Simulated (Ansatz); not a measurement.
ClH5OSiSn (`[OH][SnH2][SiH2]Cl`), relaxed with RKS PBE-D4/def2-SVP in Ansatz from a rough embedded geometry. The force threshold is 0.03 eV/Å; the program also tests the step.

Charge 0, multiplicity 1. Sn takes the def2 core potential.

Start:

```xyz
9

O     0.669   -0.413   -2.147
Sn    0.756   -0.785   -0.264
Si   -0.866    0.726    0.912
Cl   -2.759    0.354    0.230
H     0.744    0.585   -2.260
H     2.393   -0.505    0.338
H     0.321   -2.474    0.026
H    -0.444    2.085    0.758
H    -0.814    0.428    2.406
```

(1) By how much does the energy fall, and how many steps does the optimiser take? (An estimate is asked.)

(2) Which bonds change most? (An estimate is asked.)

(3) Give the relaxed structure. (Best estimate.)

## Answers

(1) Ansatz gave: 30.53 kJ/mol, in 4 steps.

(2) Ansatz gave: O1–Sn2 from 1.921 to 2.020 Å; Sn2–Si3 from 2.509 to 2.601 Å; Si3–H8 from 1.431 to 1.505 Å; Sn2–H7 from 1.768 to 1.724 Å.

(3) Ansatz gave: 
```xyz
9

O     0.700   -0.470   -2.214
Sn    0.793   -0.798   -0.223
Si   -0.884    0.747    1.030
Cl   -2.802    0.374    0.290
H     0.854    0.476   -2.399
H     2.427   -0.544    0.324
H     0.350   -2.462   -0.130
H    -0.563    2.201    0.812
H    -0.875    0.476    2.511
```
